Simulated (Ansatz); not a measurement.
One change: `C[O][Sn][Br]` becomes `C[O][Sn][OH]`.

Ansatz, PBE0-D4/def2-TZVP geometries, multiplicity 1. Each molecule was computed in one conformer, which needn't be the lowest.

Elements past krypton have def2 core potentials. Scalar relativity is left out up to krypton.

```tsv
property	`C[O][Sn][Br]`
HOMO energy (PBE/def2-TZVPP) / eV	-6.58
HOMO–LUMO gap (ωB97M-V/def2-TZVPP) / eV	8.95
HOMO energy (PBE0/def2-TZVPP) / eV	-7.71
size of the dipole moment (PBE/def2-TZVPP) / D	1.76
LUMO energy (B3LYP/def2-TZVPP) / eV	-2.76
zero-point energy (PBE0-D4/def2-TZVP) / kJ/mol	110.3
```

(1) Give the same properties after the change, and the shifts. (Best estimate.)

## Answers

(1) The calculation gave: 
| property | `C[O][Sn][OH]` | shift |
| --- | --- | --- |
| HOMO energy (PBE/def2-TZVPP) / eV | -6.33 | 0.25 |
| HOMO–LUMO gap (ωB97M-V/def2-TZVPP) / eV | 9.60 | 0.65 |
| HOMO energy (PBE0/def2-TZVPP) / eV | -7.62 | 0.09 |
| size of the dipole moment (PBE/def2-TZVPP) / D | 0.42 | -1.34 |
| LUMO energy (B3LYP/def2-TZVPP) / eV | -2.20 | 0.56 |
| zero-point energy (PBE0-D4/def2-TZVP) / kJ/mol | 141.6 | 31.3 |

With PBE0 the HOMO rises by 0.09 eV and the LUMO rises by 0.59 eV, so the gap widens by about 0.50 eV. PBE moves the HOMO by 0.25 eV and ωB97M-V by -0.07 eV. The zero-point energy changes by 31.3 kJ/mol with +3 modes. Dipoles are sizes alone; their direction can turn.

B3LYP here is the variant with VWN-RPA as its local correlation; programs differ in this.

Spin–orbit coupling is left out; it splits and shifts lone-pair levels of the heavy atoms by tenths of an eV.
